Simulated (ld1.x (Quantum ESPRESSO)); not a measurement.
Building the TM potential for Mo (Z = 42) (LDA (PZ), scalar-relativistic).

ld1.x (Quantum ESPRESSO) 7.5 was run on this input:

```
&input
   title='Mo', zed=42., rel=1, dft='PZ', iswitch=3,
   config='[Kr] 4d5 5s1 5p0',
   nld=3, rlderiv=2.65, eminld=-7.0, emaxld=5.0, deld=0.02
 /
 &inputp
   pseudotype=2, tm=.true., lloc=1,
   nlcc=.true.,
   file_pseudopw='Mo.UPF', file_wfcaegen='ae.wfc', file_wfcncgen='nc.wfc', file_beta='beta', file_chi='chi'
 /
3
4S  1  0   2.00   0.00  1.20  1.20  0.0
4D  3  2   5.00   0.00  2.45  2.45  0.0
4P  2  1   6.00   0.00  1.10  1.10  0.0
 &test
   configts(1)='4s2 4p6 4d5 5s1 5p0'
 /
```

Command:

```bash
ld1.x < Mo.in > Mo.out
```

Resulting log (shortened: banner, matrices, multipoles, cross overlaps and the repeated all-electron block are left out):

```
Program LD1 v.7.5
     --------------------------- All-electron run ----------------------------

     Mo
     scalar relativistic calculation

     atomic number is 42.00
     dft =PZ   lsd =0 sic =0 latt =0  beta=0.20 tr2=1.0E-14
     Exchange-correlation= PZ
                           (   1   1   0   0   0   0   0)
     mesh =1229 r(mesh) = 100.71859 a.u. xmin = -7.00 dx = 0.01250
     1 Ry =  13.60569312 eV, c = 137.03599908

     n l     nl                  e(Ry)          e(Ha)          e(eV)
     1 0     1S 1( 2.00)     -1454.9210      -727.4605    -19795.2089
     2 0     2S 1( 2.00)      -205.5373      -102.7687     -2796.4780
     2 1     2P 1( 6.00)      -183.8859       -91.9429     -2501.8949
     3 0     3S 1( 2.00)       -34.9437       -17.4719      -475.4333
     3 1     3P 1( 6.00)       -27.8490       -13.9245      -378.9046
     4 0     4S 1( 2.00)        -4.7350        -2.3675       -64.4234
     4 1     4P 1( 6.00)        -2.8362        -1.4181       -38.5886
     3 2     3D 1(10.00)       -16.2667        -8.1333      -221.3197
     4 2     4D 1( 5.00)        -0.2893        -0.1446        -3.9355
     5 0     5S 1( 1.00)        -0.3182        -0.1591        -4.3294
     5 1     5P 1( 0.00)        -0.0856        -0.0428        -1.1646

     final scf error:  1.6E-15 reached in  25 iterations

     Etot =   -8088.835692 Ry,   -4044.417846 Ha, -110054.216145 eV

     Ekin =    8337.855081 Ry,    4168.927541 Ha,  113442.297540 eV
     Encl =  -19502.610958 Ry,   -9751.305479 Ha, -265346.539798 eV
     Eh   =    3314.330119 Ry,    1657.165059 Ha,   45093.758502 eV
     Exc  =    -238.409933 Ry,    -119.204967 Ha,   -3243.732389 eV

     normalization and overlap integrals

     s(1S/1S) =  1.000000  <r> =   0.0352  <r2> =    0.0017  r(max) =   0.0229
     s(2S/2S) =  1.000000  <r> =   0.1539  <r2> =    0.0279  r(max) =   0.1303
     s(2P/2P) =  1.000000  <r> =   0.1340  <r2> =    0.0219  r(max) =   0.1041
     s(3S/3S) =  1.000000  <r> =   0.4297  <r2> =    0.2116  r(max) =   0.3819
     s(3P/3P) =  1.000000  <r> =   0.4312  <r2> =    0.2165  r(max) =   0.3771
     s(4S/4S) =  1.000000  <r> =   1.1060  <r2> =    1.3889  r(max) =   0.9874
     s(4P/4P) =  1.000000  <r> =   1.2369  <r2> =    1.7592  r(max) =   1.0643
     s(3D/3D) =  1.000000  <r> =   0.4156  <r2> =    0.2078  r(max) =   0.3206
     s(4D/4D) =  1.000000  <r> =   2.0033  <r2> =    5.0833  r(max) =   1.3838
     s(5S/5S) =  1.000000  <r> =   3.5465  <r2> =   14.4733  r(max) =   2.9295
     s(5P/5P) =  1.000000  <r> =   5.1486  <r2> =   31.2714  r(max) =   4.0545

     ------------------------ End of All-electron run ------------------------

     --------------------- Generating NC pseudopotential ---------------------

      Generating local pot.: lloc=1, matching radius rcloc =   1.1000

      Computing core charge for nlcc:

       r > 0.72 : true rho core
       r < 0.72 : rho core = a sin(br)/r    a=  27.24  b=   3.74

      Integrated core pseudo-charge :   7.68

      Wfc   4S  rcut= 1.206  Using Troullier-Martins method

      Wfc   4D  rcut= 2.429  Using Troullier-Martins method

     ------------------- End of pseudopotential generation -------------------

     Computing logarithmic derivative in   2.63425
     Computing logarithmic derivative in   2.63425
     Computing the partial wave expansion
     R is outside the sphere for l=    0 j= 0.00
       no projector for channel:   1
     R is outside the sphere for l=    2 j= 0.00

     ---------------------- Testing the pseudopotential ----------------------

     Mo
     scalar relativistic calculation

     atomic number is 42.00   valence charge is 14.00
     dft =PZ   lsd =0 sic =0 latt =0  beta=0.20 tr2=1.0E-14
     mesh =1229 r(mesh) = 100.71859 xmin = -7.00 dx = 0.01250

     n l     nl             e AE (Ry)        e PS (Ry)    De AE-PS (Ry)
     1 0     4S   1( 2.00)       -4.73503       -4.73509        0.00006
     2 1     4P   1( 6.00)       -2.83621       -2.83625        0.00004
     3 2     4D   1( 5.00)       -0.28925       -0.28925        0.00000
     2 0     5S   1( 1.00)       -0.31821       -0.31995        0.00174
     3 1     5P   1( 0.00)       -0.08560       -0.08623        0.00063

     eps = 7.8E-15  iter = 12

     Etot =   -8088.835692 Ry,   -4044.417846 Ha, -110054.216145 eV
     Etotps =  -151.922969 Ry,     -75.961484 Ha,   -2067.017294 eV

     Ekin =      44.360010 Ry,      22.180005 Ha,     603.548689 eV
     Encl =    -274.647210 Ry,    -137.323605 Ha,   -3736.765658 eV
     Ehrt =     111.722390 Ry,      55.861195 Ha,    1520.060558 eV
     Ecxc =     -33.463915 Ry,     -16.731958 Ha,    -455.299762 eV
     (Ecc =     -15.763026 Ry,      -7.881513 Ha,    -214.466899 eV)
     Epseu=       0.105756 Ry,       0.052878 Ha,       1.438879 eV

     ---------------------- End of pseudopotential test ----------------------
```

ld1.x takes every shell without a wave as core, so the model core holds the 5s electrons as well and exchange and correlation see them twice. This cancels in the reference configuration, but the file is broken for other ones, and its errors say nothing about a proper core correction.

Generation and configuration tests took about 1.6 s on one core of a shared server CPU.
